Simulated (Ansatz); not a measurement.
Coupled-cluster diagnostics for Tl₃H₄ (the lowest doublet isomer of a short search), Ansatz.

Geometry of the doublet (PBE-D4/def2-SVP):

Cartesian coordinates in Å:
```
Tl -0.040 1.975 -1.484
Tl 0.892 0.039 1.680
Tl -0.859 -1.626 -0.489
H 0.850 1.678 0.439
H -1.072 -0.641 1.357
H -0.889 0.024 -1.714
H 1.117 -1.449 0.211
```

In the def2 sets Tl takes a core potential; there is no spin–orbit coupling. Correlated methods freeze 12 core orbitals; core or outer-core shells of Tl are correlated, in sets that lack core-valence functions. The structure comes from a short search, and lower isomers may exist.

Task: Estimate the CCSD(T) correlation energy, the shares of MP2 and (T), T1 and the reference's ⟨S²⟩ for: charge 0, doublet, own geometry in def2-SVP; and the rough time on 4 threads of Arm Neoverse V2 on a shared host.

Result: 
```json
{"state": "charge 0, doublet, own geometry", "basis": "def2-SVP", "correlation (eV)": "-9.314", "MP2 share (%)": "81.3", "(T) share (%)": "4.3", "T1": "0.015", "⟨S²⟩ (pure)": "0.81 (0.75)", "wall time": "22 s"}
```
Customary marks for T1 are 0.02 (closed shells), 0.045 (open shells) and about 0.05 (3d metals). T1 stays under 0.02 throughout.
